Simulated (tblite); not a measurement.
C9H8S.
SMILES with atom numbers: `[S:1]=[CH:2][CH:3]=[C:4]1[CH:5]=[CH:6][CH:7]=[CH:8][CH:9]=[CH:10]1` (hydrogens: H11 on C2; H12 on C3; H13 on C5; H14 on C6; H15 on C7; H16 on C8; H17 on C9; H18 on C10)

A start from a force field or distance geometry was refined with tblite, GFN2-xTB geometry optimisation, gas phase. Values at the start:

| coordinate | start |
| --- | --- |
| S1=C2 | 1.620 Å |
| C2–C3 | 1.436 Å |
| C2–H11 | 1.111 Å |
| C3=C4 | 1.299 Å |
| C3–H12 | 1.119 Å |
| C4–C5 | 1.452 Å |
| C4–C10 | 1.487 Å |
| C5–C6 | 1.319 Å |
| C5–H13 | 1.072 Å |
| C6–C7 | 1.483 Å |
| C6–H14 | 1.094 Å |
| C7–C8 | 1.350 Å |
| C7–H15 | 1.075 Å |
| C8–C9 | 1.473 Å |
| C9–C10 | 1.360 Å |
| C9–H17 | 1.078 Å |
| C2–C3–C4 | 131.1° |
| C3–C4–C10 | 115.9° |
| C4–C5–C6 | 127.9° |
| C4–C10–C9 | 126.9° |
| C5–C4–C10 | 122.6° |
| C5–C6–C7 | 130.4° |
| C6–C7–C8 | 125.5° |
| C7–C8–C9 | 128.2° |
| S1–C2–C3–C4 | 3° |
| C2–C3–C4–C5 | -3° |

Task: How do these coordinates change at the GFN2-xTB level?

Result: 
```
 coordinate  GFN2-xTB (Å or °)  change
      C3=C4              1.385  +0.086
      C6–C7              1.422  -0.061
      C8–C9              1.423  -0.050
     C4–C10              1.438  -0.049
      C2–C3              1.397  -0.039
      C5–C6              1.355  +0.036
     C3–H12              1.084  -0.035
      S1=C2              1.653  +0.033
     C2–H11              1.087  -0.024
      C4–C5              1.435  -0.017
     C6–H14              1.083  -0.011
     C5–H13              1.083  +0.011
     C7–H15              1.083  +0.008
      C7–C8              1.357  +0.007
     C9–C10              1.354  -0.006
     C9–H17              1.083  +0.005
   C2–C3–C4              127.9    -3.2
  C4–C10–C9              129.1    +2.2
  C5–C4–C10              120.6    -2.0
   C5–C6–C7              128.5    -1.9
  C3–C4–C10              117.7    +1.8
   C4–C5–C6              129.5    +1.6
   C6–C7–C8              126.9    +1.4
   C7–C8–C9              127.3    -0.9
C2–C3–C4–C5                 13     +16
S1–C2–C3–C4                  5      +2
```

The energy falls by 45.1 kJ/mol over 59 L-BFGS steps, the largest force on an atom goes from 5.11 to 0.009 eV/Å, and the atoms move by 0.151 Å rms after alignment. The bond that changes most is C3=C4 (alkene CH carbon to fully substituted alkene carbon), which lengthens by 0.086 Å. Bonds longer at the end by more than 0.005 Å: 7 of 18; shorter: 9. Among the dihedrals that turn most is C2–C3–C4–C5, from -3° to 13°. Rotational constants go from 2541, 716.1, 576.3 to 2514, 728.0, 581.4 MHz.

Its GFN2-xTB frequencies are all real (lowest 39 cm⁻¹). One conformer, not necessarily the lowest.

All values are computed, not measured.
